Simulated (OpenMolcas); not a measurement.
# Levels of Se2+ by method

| Property | Result |
| --- | --- |
| Program | OpenMolcas 26.06 |
| Basis | ANO-RCC-VQZP [7s6p4d2f1g] |
| Scalar Hamiltonian | DKH2, point nucleus |
| Active space | 2 electrons in 3 orbitals (4p) |
| State averaging | 2S+1 = 3 even, 3 roots; 2S+1 = 1 even, 6 roots |
| Spin-orbit coupling | state interaction with AMFI integrals over the reference wave functions, term energies averaged over their components |

Methods on the same reference wave functions:
A. CASSCF
B. SS-CASPT2, IPEA 0.25 Eh, imaginary shift 0.1 Eh (closed shells correlated: 3d 4s)

Energies in cm⁻¹ above 4s² 4p² ³P₀, the measured ground level; measured values from Moore, Atomic Energy Levels, vol. II, NSRDS-NBS 35 (1971 reprint of NBS Circular 467, 1952).

```json
{"Level": "4s² 4p² ³P₀", "A": "0.0", "B": "0.0", "Measured": "0.0"}
{"Level": "4s² 4p² ³P₁", "A": "1452", "B": "1521", "Measured": "1741"}
{"Level": "4s² 4p² ³P₂", "A": "3523", "B": "3520", "Measured": "3937"}
{"Level": "4s² 4p² ¹D₂", "A": "15439", "B": "12690", "Measured": "13032"}
{"Level": "4s² 4p² ¹S₀", "A": "34246", "B": "28060", "Measured": ""}
```

Deviations, from unrounded energies. A percentage is the sum of absolute deviations over the sum of measured energies, with the sign that they share, or ± where signs differ.

```csv
Against measurement,Levels,A,B
mean absolute deviation (cm-1),3,1000,320
fine structure of the ground term (%),2,-12.4,-11.2
other terms of the ground configuration (%),1,+18.5,-2.6
```

B lies closest to measurement on these levels. The largest miss of B in the table is 4s² 4p² ³P₂, by -410 cm-1. The ranking rests on the paired levels alone, and a cruder setting can come out closer through cancelling errors.

From A to B the spin-free energies of the other terms of 4s² 4p² shown, above ³P, scale by factors of 0.77 to 0.80.

The lowest spin-free term lies below A's lowest term by 0.153 hartree in B.

Term energies are means over components that CASPT2 splits; among the terms shown or strongly mixed into the levels shown the widest spread is 100 cm-1 (4s² 4p² ¹D, B). With the s shell closed, the reference lacks s² → p² mixing. Measured partners are found by configuration, term and J. A level has none where our copy of the source lacks it or the pairing is in doubt (some pairs that miss far off the trend of their configuration count as doubtful), and it then counts in no deviation. Only configurations of the active space appear.
